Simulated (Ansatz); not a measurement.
A nudged elastic band was laid between two geometries of BClFH + BrH (6 atoms, charge 0, multiplicity 1).

Computed with RHF/def2-SVP (Ansatz).

* movable images: 5
* climbing image: yes
* spring: 5.0 eV/Å²
* optimiser: quadratic models (default)
* start path: through a guess of the saddle point
* force threshold: 0.05 eV/Å
* iteration limit: 60
* end points: relaxed

Initial state:

```xyz
6
Properties=species:S:1:pos:R:3
B -0.001 -0.517 -0.038
Cl 0.009 -0.886 1.683
F 1.130 -0.519 -0.680
H -1.021 -0.293 -0.605
Br 0.074 3.223 1.006
H 0.088 2.505 2.217
```

Final state:

```xyz
6
Properties=species:S:1:pos:R:3
B 0.023 0.463 -0.582
Cl -0.028 -0.155 2.875
F 1.141 -0.174 -0.749
H -1.019 -0.103 -0.620
Br 0.081 2.373 -0.331
H 0.080 1.108 2.989
```

Which bonds break or form, and what moves?

Bonds broken: B1–Cl2, Br5–H6. Bonds formed: B1–Br5, Cl2–H6. BClFH + BrH becomes BBrFH + ClH.

What energy profile does the band end with?

The run converged. The highest image is number 3 of 0 to 6, 1.78 eV above the first end and 1.59 eV above the last; the last end lies 0.19 eV above the first. Neighbouring images differ by up to 1.4 eV, so the band resolves the path poorly. A vibrational analysis at the climbing image gives one clearly imaginary mode, 1368i cm⁻¹: a first-order saddle point. The orbitals stay closed-shell, which can raise the energy where a bond breaks towards radicals; this wasn't checked here.

| image | path coordinate (Å) | energy (eV) | B1–Cl2 (Å) | Br5–H6 (Å) | B1–Br5 (Å) |
| --- | --- | --- | --- | --- | --- |
| 0 | 0.00 | 0.00 | 1.76 | 1.41 | 3.88 |
| 1 | 0.70 | 0.04 | 1.77 | 1.41 | 3.46 |
| 2 | 1.40 | 0.42 | 1.80 | 1.42 | 2.87 |
| 3 | 2.10 | 1.78 | 2.02 | 1.71 | 2.26 |
| 4 | 2.74 | 0.66 | 2.60 | 2.28 | 1.99 |
| 5 | 3.39 | 0.24 | 3.15 | 2.89 | 1.94 |
| 6 | 4.04 | 0.19 | 3.51 | 3.55 | 1.93 |

What is the geometry of the highest image?


```xyz
6
Properties=species:S:1:pos:R:3
B 0.020 0.199 0.063
Cl 0.014 -0.219 2.044
F 1.154 -0.162 -0.469
H -1.043 -0.026 -0.406
Br 0.078 2.416 0.523
H 0.056 1.306 1.828
```

Run time: 5.9 min on 1 thread of Arm Neoverse V1, with other jobs on the host, peak memory 0.18 GiB.
